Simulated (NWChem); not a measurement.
# CrNHOCl2; SMILES [Cr]([Cl])(=[O])([Cl])=[NH]

```xyz
6

Cr     0.3078    -0.0543     0.0000
O      1.3331     1.0916     0.0000
N      1.0922    -1.4589     0.0000
H      2.0887    -1.7023     0.0000
Cl    -0.8847     0.0551     1.7818
Cl    -0.8847     0.0551    -1.7818
```
Atoms are numbered in this order, from 1.

Level: B3LYP/6-31G* (spherical d) (NWChem), optimised geometry, unscaled harmonic frequencies. 

Task: List the harmonic frequencies with IR intensities, and the thermochemistry.

Result: 
```tsv
frequency (cm⁻¹)	IR intensity (km/mol)
137	0.4
224	0.5
236	4.3
249	3.8
340	16.0
436	49.1
457	49.1
612	139.9
687	127.9
1023	69.3
1156	134.6
3482	131.1
```

```
Item                                                                               Result
-----------------------------------------------------------------------  ----------------
zero-point energy                                                           12.9 kcal/mol
thermal correction to the enthalpy at 298.15 K (with zero-point energy)     17.4 kcal/mol
heat capacity Cv                                                         20.0 cal/(mol K)
entropy at 298.15 K and 1 atm (symmetry number 1)                        81.0 cal/(mol K)
dipole moment                                                                      2.76 D
```

Rigid rotor and harmonic oscillator.
